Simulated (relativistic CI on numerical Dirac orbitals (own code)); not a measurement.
# What each ingredient does to the levels of O

Base calculation: Dirac-Coulomb-Breit CI, separate exchange-only KLI orbitals for each configuration, a model potential for QED, valence Slater integrals scaled by 0.85, P86 correlation energy added to each configuration.

CI space (outside the closed core 1s2): 2s²2p⁴, 2s²2p³3s, 2s²2p³3p, 2s²2p³4s, 2s²2p³3d, 2s2p⁵, 2p⁶, 2s²2p³4p, 2s²2p³4d, 2s²2p³4f, 2s²2p²3s². Levels of other configurations are missing.

Variants: (1) self-excluded LDA correlation estimate; (2) no correlation estimate; (3) configuration mixing switched off; (4) non-relativistic limit. Shifts of the energy above 2s²2p⁴ ³P2, in cm⁻¹, for the lowest level and the first level of each name with at least 55 % of one term (blank where a level changes its place among those of its configuration and J or its character, or is not in the variant):

```
        Level     Base     Δ(1)     Δ(2)     Δ(3)    Δ(4)  Measured
   2s²2p⁴ ³P2      0.0      0.0      0.0      0.0     0.0       0.0
   2s²2p⁴ ³P1    154.3     +0.1     -0.1     +1.1  -154.2     158.3
   2s²2p⁴ ³P0    221.5     +0.1     -0.1     +2.1  -221.5     227.0
   2s²2p⁴ ¹D2  15144.2     -9.0    +11.9   -209.5   -68.3   15867.9
   2s²2p⁴ ¹S0  28974.2    -23.1    -51.9  +8273.7   -92.8   33792.6
2s²2p³3s ⁵S°2  70846.4  +4158.2  -5140.9   -248.5   +32.1   73768.2
2s²2p³3s ³S°1  73679.5  +4158.9  -5143.9   -215.7   +27.6   76795.0
 2s²2p³3p ⁵P1  83302.5  +5020.1  -5663.1   -249.2   +16.0   86625.8
 2s²2p³3p ⁵P2  83304.3  +5020.1  -5663.1   -249.1   +14.2   86627.8
 2s²2p³3p ⁵P3  83307.6  +5020.1  -5663.1   -249.1   +10.8   86631.5
 2s²2p³3p ³P1  85067.2  +5015.0  -5662.1   -257.7   +12.7   88630.6
 2s²2p³3p ³P0  85067.3  +5015.0  -5662.1   -257.8   +12.7   88631.3
 2s²2p³3p ³P2  85068.8  +5014.9  -5662.1   -257.4   +11.1   88631.1
2s²2p³4s ⁵S°2  92707.8  +4580.0  -6702.1   -292.5   +18.4   95476.7
2s²2p³4s ³S°1  93582.5  +4579.3  -6699.1   -324.8   +16.5   96225.0
2s²2p³3d ⁵D°4  93788.7  +5351.0  -6218.4   -270.3   +13.4   97420.6
2s²2p³3d ⁵D°3  93788.8  +5351.0  -6218.4   -270.3   +13.3   97420.7
2s²2p³3d ⁵D°2  93788.9  +5351.0  -6218.4   -270.3   +13.2   97420.8
2s²2p³3d ⁵D°1  93789.0  +5351.0  -6218.4   -270.3   +13.0   97420.9
2s²2p³3d ⁵D°0  93789.1  +5351.0  -6218.4   -270.3   +13.0   97421.0
2s²2p³3d ³D°1  93902.0  +5350.4  -6218.3   -268.8   +13.5   97488.4
2s²2p³3d ³D°2  93902.0  +5350.4  -6218.3   -268.8   +13.4   97488.4
```

Correlation outside the listed configurations is missing or only estimated: errors of thousands of cm⁻¹ between configurations and terms are usual at this charge. Rates and lifetimes follow the computed energies and can be off by large factors. The fine structure of a lone outer electron comes out too small, for d and f at times inverted, and misplaced configurations move strength between like terms. 22 of the 22 excited levels that our extract of the measured tables holds in this range could be paired (the sources list more); they are missed by 3026 cm⁻¹ on average and 4818 at most, and levels without a partner can miss by more.

Measured levels: NIST Handbook of Basic Atomic Spectroscopic Data (Sansonetti and Martin, J. Phys. Chem. Ref. Data 34, 1559 (2005)).

Ionisation energy from the two ground configurations alone: base 13.4 eV; self-excluded LDA correlation estimate 13.81 eV; no correlation estimate 12.34 eV. The NIST ASD value (measured) is 13.6181 eV.
